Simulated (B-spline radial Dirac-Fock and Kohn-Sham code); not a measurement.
# Two-hole binding energies of Er³⁺

System: the Er³⁺ ion, [Xe] 4f11, inside a Watson sphere of charge -3 and radius 2.7 Å (a model of the Madelung potential; inside it an electron's potential energy is raised by 16.0 eV).

Level of theory: relaxed Dirac-Fock hole states (ΔSCF) with Breit and QED corrections and a finite nucleus; a radial atomic solver. U is the two-hole binding energy less the two single-hole energies, the effective repulsion of the holes after relaxation. Each two-hole energy is an average over J within one jj subconfiguration.

```csv
holes,E(a) (eV),E(b) (eV),E(ab) (eV),U (eV)
1s⁻¹ 3d3/2⁻¹,57502.8,1473.8,59064.9,88.4
2s⁻¹ 2p1/2⁻¹,9778.7,9285.0,19248.4,184.7
2p1/2⁻¹ 3s⁻¹,9285.0,2245.1,11607.9,77.8
2s⁻¹ 3d5/2⁻¹,9778.7,1432.5,11294.4,83.1
2p1/2⁻¹ 3d3/2⁻¹,9285.0,1473.8,10842.9,84.2
2p1/2⁻¹ 3d5/2⁻¹,9285.0,1432.5,10803.4,85.9
2p3/2⁻¹ 3s⁻¹,8378.6,2245.1,10700.2,76.4
2p3/2⁻¹ 3d3/2⁻¹,8378.6,1473.8,?,?
2p3/2⁻¹ 3d5/2⁻¹,8378.6,1432.5,9893.6,82.4
3p1/2⁻²,2030.1,2030.1,4122.1,61.9
3p1/2⁻¹ 3p3/2⁻¹,2030.1,1836.9,3920.9,53.9
3p3/2⁻²,1836.9,1836.9,3727.6,53.8
3d3/2⁻¹ 3d5/2⁻¹,1473.8,1432.5,2970.7,64.4
5p1/2⁻¹ 5p3/2⁻¹,49.20,43.27,107.2,14.7
```

Question: Give the missing two-hole energy and U.

Answer: E(ab) = 9939.9 eV and U = 87.6 eV.

Values without a named source are computed, but for edge energies of neutral atoms, which are taken from tables.
